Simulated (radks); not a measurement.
Species: Ga II. Configuration: [Ne] 3s2 3p5.5 3d10 4s2 4f0.5 (fractional occupations, a model configuration). All-electron calculation, scalar-relativistic Kohn-Sham, LDA (Slater exchange, Perdew-Wang correlation), spin-polarised, spherical densities, point nucleus; open shells are filled with parallel spins first. Program: a radial shooting solver on a logarithmic mesh with Libxc functionals.

Normalised radial functions P(r) = r R(r), r in bohr:

| r | 3d down | 4s up |
|---|---|---|
| 0.007848 | 0.0002 | 0.0798 |
| 0.01268 | 0.0007 | 0.1077 |
| 0.02033 | 0.0027 | 0.1283 |
| 0.0326 | 0.0096 | 0.1194 |
| 0.05226 | 0.0325 | 0.0484 |
| 0.08446 | 0.1016 | -0.0970 |
| 0.1354 | 0.2698 | -0.2191 |
| 0.2171 | 0.5842 | -0.1167 |
| 0.348 | 0.9596 | 0.2284 |
| 0.5624 | 1.1098 | 0.3295 |
| 0.9017 | 0.8656 | -0.1643 |
| 1.446 | 0.4487 | -0.7103 |
| 2.318 | 0.1376 | -0.6704 |
| 3.745 | 0.0175 | -0.2408 |
| 6.004 | 0.0006 | -0.0264 |
| 9.626 | 0.0000 | -0.0005 |
| 15.43 | 0.0000 | 0.0000 |
| 24.94 | 0.0000 | 0.0000 |

3d down: eigenvalue -36.080 eV, 0 radial nodes, <r> = 0.783 bohr, 90 % of the charge inside 1.34 bohr. 4s up: eigenvalue -21.190 eV, 3 radial nodes at r = 0.0627, 0.259, 0.799 bohr, <r> = 2.08 bohr, 90 % of the charge inside 3.09 bohr.
